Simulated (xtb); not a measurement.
Input for xtb:
```
$ xtb mol.xyz --gfn 2 --chrg 1 --opt vtight --json

# file mol.xyz
3

O     -0.18002438     0.01238436     0.00344062
Si     1.34201673     0.05058124     0.05475472
H     -1.16686304    -0.01915223    -0.03426539
```

Problem. What does this run give for the HOMO-LUMO gap, total energy at the end of the optimisation?

Solution. 
The HOMO-LUMO gap is 5.26 eV and the total energy at the end of the optimisation is -5.8741 Eh.
